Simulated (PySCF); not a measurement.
A species of formula C2H8FNSi has this rotational fingerprint, computed with PBE0-D3(BJ)/def2-SVP geometry optimisation, gas phase (PySCF 2.14.0):

```
Rotational constants : A = 5312, B = 2658, C = 2490 MHz
Dipole components    : |μa| = 0.81 D, |μb| = 0.70 D, |μc| = 0.25 D
Inertial defect      : -82.33 u·Å²
κ                    : -0.88
```

**Question.** Which candidate fits, each taken in the one conformer that was computed?
A. `[CH3:1][C@H:2]([F:3])[SiH2:4][NH2:5]` with C1–C2–Si4–N5 63°, C2–Si4–N5–H -172° and 49°
B. `[CH3:1][N:2]([CH3:3])[SiH2:4][F:5]` with C1–N2–Si4–F5 82°
C. `[CH3:1][NH:2][Si@H:3]([CH3:4])[F:5]` with C1–N2–Si3–C4 42°

**Answer.** A. It is C[C@H](F)[SiH2]N, an asymmetric top, point group C1. The candidates at the same level (rigid rotor, commonest isotopes):

```json
{"SMILES": "CN[Si@H](C)F", "A (MHz)": "5097", "B (MHz)": "2840", "C (MHz)": "2269", "μa (D)": "1.74", "μb (D)": "1.03", "μc (D)": "0.42", "Δ (u·Å²)": "-54.39", "point group": "C1", "rotor": "asymmetric top"}
{"SMILES": "CN(C)[SiH2]F", "A (MHz)": "6265", "B (MHz)": "2524", "C (MHz)": "2221", "μa (D)": "2.02", "μb (D)": "0.00", "μc (D)": "0.51", "Δ (u·Å²)": "-53.40", "point group": "Cs", "rotor": "asymmetric top"}
{"SMILES": "C[C@H](F)[SiH2]N", "A (MHz)": "5312", "B (MHz)": "2658", "C (MHz)": "2490", "μa (D)": "0.81", "μb (D)": "0.70", "μc (D)": "0.25", "Δ (u·Å²)": "-82.33", "point group": "C1", "rotor": "asymmetric top"}
```

`CN[Si@H](C)F` has C 9 % too low; `CN(C)[SiH2]F` has A 18 % too high. No structure here is proved a minimum.
